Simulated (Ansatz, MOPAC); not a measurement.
Molecule: CH4BS2, charge 0, multiplicity 2. SMILES: [CH2]B(S)S

Atoms: C1, B2, S3, S4, H5, H6, H7, H8. Bonds: C1-B2, C1-H5, C1-H6, B2-S3, B2-S4, S3-H7, S4-H8.

Bond lengths (Å) and angles (degrees) optimised at PM6 with MOPAC; PM7 with MOPAC; HF/STO-3G with Ansatz (a first-principles code); HF/3-21G with Ansatz; HF/6-31G* with Ansatz; PBE/6-31G* with Ansatz, each started from the B3LYP-D3(BJ)/def2-TZVP structure (Ansatz) of the last column. A row stands for all coordinates that are equal there; 9 of 14 kinds are shown. 6-31G* holds six Cartesian d functions. At PM6 the structure is a saddle point. At PM7 the structure is a saddle point. No wavenumbers were computed at HF/STO-3G, PBE/6-31G*, so these may be saddle points.

| coordinate | PM6 | PM7 | HF/STO-3G | HF/3-21G | HF/6-31G* | PBE/6-31G* | B3LYP-D3(BJ)/def2-TZVP |
|---|---|---|---|---|---|---|---|
| C1-B2 | 1.526 | 1.531 | 1.540 | 1.527 | 1.539 | 1.524 | 1.516 |
| C1-H5 | 1.071 | 1.074 | 1.083 | 1.076 | 1.077 | 1.097 | 1.085 |
| C1-H6 | 1.068 | 1.071 | 1.083 | 1.076 | 1.077 | 1.097 | 1.084 |
| B2-S3 | 1.775 | 1.803 | 1.771 | 1.841 | 1.823 | 1.829 | 1.815 |
| B2-S4 | 1.784 | 1.810 | 1.773 | 1.846 | 1.824 | 1.830 | 1.814 |
| S3-H7 | 1.350 | 1.342 | 1.329 | 1.350 | 1.327 | 1.361 | 1.344 |
| C1-B2-S3 | 116.5 | 115.2 | 117.3 | 117.8 | 117.7 | 117.1 | 117.4 |
| C1-B2-S4 | 122.6 | 121.6 | 121.6 | 123.6 | 122.9 | 123.3 | 123.2 |
| S3-B2-S4 | 120.9 | 123.2 | 121.1 | 118.6 | 119.4 | 119.6 | 119.5 |

Mean signed difference of all 7 bond lengths from B3LYP-D3(BJ)/def2-TZVP: PM6 -0.011 Å, PM7 -0.004 Å, HF/STO-3G -0.013 Å, HF/3-21G 0.009 Å, HF/6-31G* -0.001 Å, PBE/6-31G* 0.014 Å.
